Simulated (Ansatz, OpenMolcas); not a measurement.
# OpenMolcas → Ansatz

OpenMolcas 26.06 runs this on WOF4 (SMILES O=[W](F)(F)(F)F):

test.input:
```
&GATEWAY
  BasLib = $CurrDir
  Coord
  6
  angstrom
  O       -1.628740      -0.246930      -0.471180
  W       -0.040770      -0.006180      -0.011790
  F       -0.123740       1.167320       1.412930
  F        0.534690       1.440420      -1.006790
  F        0.958650      -1.040750      -1.171390
  F        0.299900      -1.313890       1.248240
  Basis = def2-SVP
  Group = NoSym

&SEWARD
  GridInput
  Grid=UltraFine
  End of Grid

&SCF
  KSDFT = HYB_GGA_XC_BHANDHLYP
  Thresholds = 1e-10 1e-07 1e-07 1e-05
  PrOrbitals = 1

&ALASKA
```

```bash
$ export MOLCAS_MEM=1860
$ pymolcas test.input > test.log
```

(Basis files named in the input come from the Basis Set Exchange and aren't shown.)

The coordinates come from a PBE0-D4/def2-TZVP relaxation.

It gives a total energy of -541.219825 Eh.

How is this level of theory, on these atoms, set up in Ansatz 0.2.0 as an input file of the program's own, asking for the energy?

One way, which was run:

run.yaml:
```yaml
crystal:
  periodic: [false, false, false]
  atoms:
    - symbol: O
      position_ang: [-1.628740, -0.246930, -0.471180]
    - symbol: W
      position_ang: [-0.040770, -0.006180, -0.011790]
    - symbol: F
      position_ang: [-0.123740, 1.167320, 1.412930]
    - symbol: F
      position_ang: [0.534690, 1.440420, -1.006790]
    - symbol: F
      position_ang: [0.958650, -1.040750, -1.171390]
    - symbol: F
      position_ang: [0.299900, -1.313890, 1.248240]
basis:
  gaussian: {orbitals: def2-SVP}
hamiltonian: {xc: {name: BHLYP}}
accuracy: high
output: {orbitals: {seedname: orbitals}}
```

```bash
$ ansatz run run.yaml --threads 1 --pin off --max-ram 3480MiB --events-out events.jsonl --progress --plain --runs-dir runs
```

Its energy is -541.219824 Eh, 0.001 mEh from the first.
